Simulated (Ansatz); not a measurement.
Ansatz (an electronic-structure program) input (RI-MP2/def2-QZVPPD):
A basis named .json is the Basis Set Exchange file of that set.

Ansatz 0.2 input:
```yaml
crystal:
  periodic: [false, false, false]
  atoms:
    - {symbol: Si, position_ang: [-0.56981430, -0.02181329, 0.08145698]}
    - {symbol: N, position_ang: [1.12697520, 0.05923931, -0.21112593]}
    - {symbol: H, position_ang: [-1.13323203, 1.33097718, -0.13339325]}
    - {symbol: H, position_ang: [-1.15113505, -0.98739093, -0.87946352]}
    - {symbol: H, position_ang: [-0.97257916, -0.45818568, 1.44712261]}
    - {symbol: H, position_ang: [1.67885888, 0.79243351, 0.20576627]}
    - {symbol: H, position_ang: [1.66666114, -0.78712318, -0.30254830]}
basis:
  gaussian:
    orbitals: def2-QZVPPD.json
    fitting: {mean_field: def2-universal-jkfit, correlation: def2-QZVPPD-RIFIT.json}
total_charge: 1
magnetization: {spin_polarized: true, initial_magnetization: 1}
correlation: {method: mp2, electrons: outside_noble_gas}
```

Output:

```
Functional definition: HF
integrals: 0.32 GiB planned
295 factors; integrals over basis functions are off by at most 2.7e0 eV
0.56 GiB of device memory are held for the factors and their scratch space
mean field: 0.83 GiB planned
mean field evaluation 1: about -9407.6488 eV, gradient 4.0e1 eV
mean field evaluation 2: about -9410.8644 eV, gradient 3.3e1 eV
mean field evaluation 4: about -9415.6804 eV, gradient 3.5e0 eV
mean field evaluation 8: about -9416.3040 eV, gradient 2.6e-1 eV
mean field evaluation 16: about -9410.8607 eV, gradient 3.3e1 eV
mean field -9416.30588387 eV, -346.0428586309 hartree, gradient 3.0e-6 eV, S^2 0.763710; 1 other end points of the search recorded, 0 dependent functions left out
6 core orbitals not correlated
665 factors; their error is unknown
reference -9416.30588387 eV, -346.0428586309 hartree; 7, 6 occupied and 291, 292 virtual orbitals, 665 factors
second order -8.66361777 eV of doubles, -0.00000000 eV of singles
Total energy: -9424.96950164 eV, -346.3612407114 hartree
```

This state (charge 1, doublet) is run at the relaxed geometry of the species with charge 0 and multiplicity 1.
